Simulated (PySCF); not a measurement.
**`F[C@H]1C[SiH2]CCO1`, C₄H₉FOSi**

Geometry:
```csv
atom,x (Å),y (Å),z (Å)
F1,-0.862,0.793,-1.868
C2,-0.950,1.134,-0.522
C3,-1.532,-0.054,0.231
Si4,-0.271,-1.480,0.266
C5,1.334,-0.527,0.630
C6,1.379,0.717,-0.255
O7,0.269,1.591,-0.079
H8,-1.620,2.007,-0.484
H9,-2.468,-0.330,-0.252
H10,-1.768,0.283,1.240
H11,-0.605,-2.424,1.335
H12,-0.201,-2.134,-1.043
H13,1.370,-0.216,1.675
H14,2.228,-1.118,0.438
H15,2.242,1.342,-0.012
H16,1.448,0.425,-1.310
```

Computed with PySCF 2.14.0, GIAO wB97X-D/pcSseg-1 magnetisability, rotational g tensor and spin-rotation constants, non-relativistic, gas phase. Geometry: GFN2-xTB.

Question: Give the nuclear spin-rotation constants along the inertial axes (H = +C I·J) beside the isotropic shieldings.

Answer: Rotational constants 2.9354, 2.1756, 1.5848 GHz. A star marks the isotopologue with that one atom substituted, in its own axes.
```csv
atom,isotope,Caa (kHz),Cbb (kHz),Ccc (kHz),mean (kHz),σ (ppm)
F1,19F,3.083,1.211,1.436,1.910,326.0
H8,1H,0.059,-0.186,-0.072,-0.066,25.6
H9,1H,-0.300,0.041,-0.196,-0.152,30.7
H10,1H,-0.324,-0.268,0.035,-0.186,30.9
H11,1H,0.012,-0.169,-0.111,-0.090,27.7
H12,1H,-0.274,-0.176,0.057,-0.131,27.4
H13,1H,-0.313,-0.206,-0.005,-0.175,30.7
H14,1H,-0.206,-0.159,-0.118,-0.161,31.3
H15,1H,-0.315,0.123,-0.151,-0.115,27.7
H16,1H,-0.287,-0.190,0.068,-0.136,27.5
C2,13C*,0.899,0.623,0.397,0.640,75.2
C3,13C*,0.422,0.310,0.209,0.314,170.5
Si4,29Si*,-1.729,-1.188,-0.884,-1.267,405.1
C5,13C*,0.349,0.350,0.168,0.289,177.4
C6,13C*,0.569,0.473,0.323,0.455,125.9
O7,17O*,-0.461,-0.312,-0.109,-0.294,246.4
```
For the geometry as given, no vibrational averaging.

Question: How do the rotational constants and the g tensor change when H8, H9, H10, H11, H12, H13, H14, H15, H16 are replaced by deuterium?

Answer: Constants 2.4398, 1.9172, 1.3882 GHz; g -0.0161, -0.0175, -0.0132, against -0.0190, -0.0199, -0.0151 before.
